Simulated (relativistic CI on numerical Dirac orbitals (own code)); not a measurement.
# Hyperfine structure of Hg, mass number 201

Computed by Dirac-Coulomb-Breit CI, separate exchange-only KLI orbitals for each configuration, QED by a radiative potential, valence Slater integrals scaled by 0.85, P86 correlation energy added to each configuration (own radial code, finite nucleus).

CI space (outside the closed core [Xe] 4f14): 5d10 6s2, 5d10 6s 6p, 5d10 6s 7s, 5d9 6s2 6p, 5d10 6s 7p, 5d10 6s 6d, 5d10 6s 8s, 5d10 6s 8p, 5d10 6s 5f, 5d10 6s 7d, 5d10 6s 5g, 5d10 6s 6f, 5d10 6s 8d, 5d10 6s 6g, 5d10 6p2, 5d9 6p3, 5d10 6d2, 5d9 6p 6d2. Double excitations out of closed p, d and f shells are left out; levels of such configurations are missing from the list, as are those of other unlisted configurations, and high levels can miss mixing partners.

Nuclear spin I = 3/2, μ = -0.558 μN, Q = 0.387 b (tables of Stone and Pyykkö). The electronic factors are computed for point nuclear moments, without core polarisation; leaving it out makes A of s and p electrons in near-neutral atoms 20 to 40 % too small, and it can dominate for d and f shells.

```json
{"Level": "5d10 6s 6p 3P°_1", "E (cm⁻¹)": "32962.3", "A (MHz)": "-5102", "B (MHz)": "-222"}
{"Level": "5d10 6s 6p 3P°_2", "E (cm⁻¹)": "36880.2", "A (MHz)": "-3499", "B (MHz)": "276"}
{"Level": "5d10 6s 6p 1P°_1", "E (cm⁻¹)": "49067.1", "A (MHz)": "680.1", "B (MHz)": "224"}
{"Level": "5d10 6s 7s 3S_1", "E (cm⁻¹)": "55159.2", "A (MHz)": "-7980", "B (MHz)": "0.0587"}
{"Level": "5d10 6s 7p 3P°_1", "E (cm⁻¹)": "62447.9", "A (MHz)": "-5301", "B (MHz)": "-22"}
{"Level": "5d10 6s 7p 3P°_2", "E (cm⁻¹)": "62697.5", "A (MHz)": "-3534", "B (MHz)": "24.8"}
{"Level": "5d10 6s 6d 1D_2", "E (cm⁻¹)": "63706.5", "A (MHz)": "374.4", "B (MHz)": "15.9"}
{"Level": "5d10 6s 6d 3D_1", "E (cm⁻¹)": "63894.4", "A (MHz)": "3807", "B (MHz)": "1.43"}
```

Levels with J = 0, under 50 % of one LS term, or S terms without an open s electron are left out. Small factors come from cancelling terms and can be off by tens of per cent or more.

Correlation outside the listed configurations is missing or only estimated: errors of thousands of cm⁻¹ between configurations and terms are usual at this charge. Rates and lifetimes follow the computed energies and can be off by large factors. The fine structure of a lone outer electron comes out too small, for d and f at times inverted, and misplaced configurations move strength between like terms. 14 of the 15 excited levels that our extract of the measured tables holds in this range could be paired (the sources list more); they are missed by 7051 cm⁻¹ on average and 8510 at most, and levels without a partner can miss by more.

**Question.** Give the hyperfine levels of 5d10 6s 6p 3P°_1 relative to its centre of gravity.

**Answer.** With K = F(F + 1) − I(I + 1) − J(J + 1), E = AK/2 + B[¾K(K + 1) − I(I + 1)J(J + 1)]/[2I(2I − 1)J(2J − 1)]: F = 1/2: 12480, F = 3/2: 5324, F = 5/2: -7708 MHz.
